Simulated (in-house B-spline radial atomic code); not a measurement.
The numbers below are computed, except where a source is named.
## Correlation energy from the adiabatic connection: −V exp(−r²/w²), V = 18.2, w = 2.37

Two electrons in a singlet, external potential −V exp(−r²/w²), V = 18.2, w = 2.37 (atomic units). Full CI in B-splines (partial waves to l = 8, correlation up to 0.6 % small) with the density held fixed gives W(λ) = <V_ee>_λ − U, and E_c is the integral of W(λ) − W(0) from 0 to 1.

```csv
λ,W(λ) − W(0) (hartree)
0,0.00000
0.02,-0.00197
0.05,-0.00489
0.12,-0.01158
0.25,-0.02352
0.4,-0.03654
0.6,-0.05276
0.8,-0.06778
1,-0.08172
```

**Question.** Integrate the table by the trapezoid rule.

**Answer.** The strips give -0.00002, -0.00010, -0.00058, -0.00228, -0.00450, -0.00893, -0.01205, -0.01495, which sum to -0.04342 hartree. The direct value, W(1) − W(0) + T_c with T_c = 0.03823, is -0.04350; the curve is convex, so chords lie above it and the trapezoids fall short in size by 0.17 %.

**Question.** Now use only three numbers: W(0) = -1.1618, the initial slope W'(0) = -0.09889 (extrapolated from the first points) and the strong-coupling limit of the point-charge-plus-continuum model, W∞ = -1.5948. What do second-order theory and the interpolation W(λ) = W∞ + (W(0) − W∞)/√(1 + 2χλ) of Seidl, Perdew and Levy give?

**Answer.** Second order keeps the slope alone: E_c = W'(0)/2 = -0.04945, +14 % in size against -0.04350. Matching the slope fixes χ = W'(0)/(W∞ − W(0)) = -0.09889/(-0.43300) = 0.22838. Integrating, with s = √(1 + 2χ) = 1.206966, E_c = −(W(0) − W∞)(s − 1)/(s + 1) = −0.43300 × 0.206966/2.206966 = -0.04061 hartree, -6.6 % in size against the full result. At λ = 1 the formula gives W − W(0) = -0.07425 against -0.08172. Part of the miss can come from the model's W∞.
